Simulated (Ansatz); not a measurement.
`[NH2][GaH][SiH3]` + `OBF` → `FBO[SiH3]` + `[NH2][GaH2]` at 400 K and 1 bar (cleavage of the Si–Ga bond).

Gas-phase electronic energies from Ansatz, PBE0-D4/def2-TZVP geometries. CCSD(T)/CBS adds triple-zeta CCSD(T) − MP2 to the extrapolated MP2 energy (def2 sets, frozen cores). This one scheme is used for every species. For Ga outer-core shells are correlated without core-valence functions, which leaves a few kJ/mol of doubt a bond. Scalar relativity is left out up to krypton. One conformer a species, not always the lowest.

```
           species  CCSD(T)/CBS energy (Eh)  H − E (kJ/mol)  S (J/(mol·K))
`[NH2][GaH][SiH3]`              -2271.34304           180.6          371.9
             `OBF`               -201.07426            96.4          268.5
       `FBO[SiH3]`               -491.38634           146.6          343.2
     `[NH2][GaH2]`              -1981.05479           122.4          284.4
```

H − E and S are ideal-gas, rigid-rotor, harmonic terms from PBE0-D4/def2-TZVP, for one conformer and one mirror image of each species. 1 Eh = 2625.50 kJ/mol, R = 8.31446 J/(mol·K).

Question: By hand: ΔE, ΔH, ΔS and ΔG.

Answer: ΔE = (-491.38634) + (-1981.05479) − (-2271.34304) − (-201.07426) = -0.02383 Eh = -62.6 kJ/mol. Δ(H − E) = 146.6 + 122.4 − 180.6 − 96.4 = -8.0, so ΔH = -70.6 kJ/mol. ΔS = 343.2 + 284.4 − 371.9 − 268.5 = -12.8 J/(mol·K). ΔG = -70.6 − 400 × (-12.8)/1000 = -65.5 kJ/mol.

Question: By hand: the equilibrium constant, and the temperature at which ΔG would vanish if ΔH and ΔS stayed fixed.

Answer: log₁₀ K = −ΔG/(RT ln 10) = 8.6. ΔG = 0 at ΔH/ΔS = 5516 K, far beyond where these terms or the molecules hold.

The number of gas molecules stays the same, so ΔS is small and ΔH decides. A doubt of 5 kJ/mol in ΔE shifts log₁₀ K by 0.7 here. Other conformers and mirror images would add mixing entropy, several J/(mol·K) or more a flexible species. Modes under 60 cm⁻¹, often nearly free rotors, make the harmonic entropy too high. These are equilibria of isolated gas molecules and say nothing of rates. Largest T1 diagnostic: 0.015 (customary marks: 0.02 for closed shells, 0.045 for open ones).
